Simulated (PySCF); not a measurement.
**Stretching TeAs**

Set-up: Te cc-pVDZ-PP with ECP28, As cc-pVDZ-PP with ECP10; scalar-relativistic core potentials (PySCF 2.14). Energies in eV from Te + As in their ground configurations at the same level. State: ²Π (doublet), unpaired electrons π ↑.

```
R (Å)  r²SCAN
2.030  -1.201
2.124  -2.133
2.218  -2.637
2.289  -2.813
2.360  -2.863
2.431  -2.820
2.525  -2.671
2.643  -2.414
2.785  -2.063
2.974  -1.591
```

Q: Put a parabola through the three lowest points of the r²SCAN curve and estimate Re, k and ωe (reduced mass 47.52 u; 1 eV/Å² = 0.16022 mdyn/Å; ωe = 1302.8·√(k/μ) cm⁻¹).

A: Through R = 2.289, 2.36, 2.431 Å the second-order coefficient is 9.22 eV/Å², so Re ≈ 2.363 Å, k ≈ 2.96 mdyn/Å and ωe ≈ 325 cm⁻¹. A polynomial fit of higher order to the unrounded r²SCAN energies gives Re = 2.359 Å, k = 2.94 mdyn/Å, ωe = 324 cm⁻¹; anharmonicity and rounding make the difference.

The higher-order fit for each curve: r²SCAN: Re = 2.359 Å, ωe = 324 cm⁻¹, De = 2.86 eV.

⟨S²⟩ of the unrestricted solution departs from its pure value on part of the curve, where spin states mix. These are scalar-relativistic numbers at best; spin–orbit coupling would shift them, the dissociation energy most. The state was picked by a PBE0 search and need not be the measured ground state.
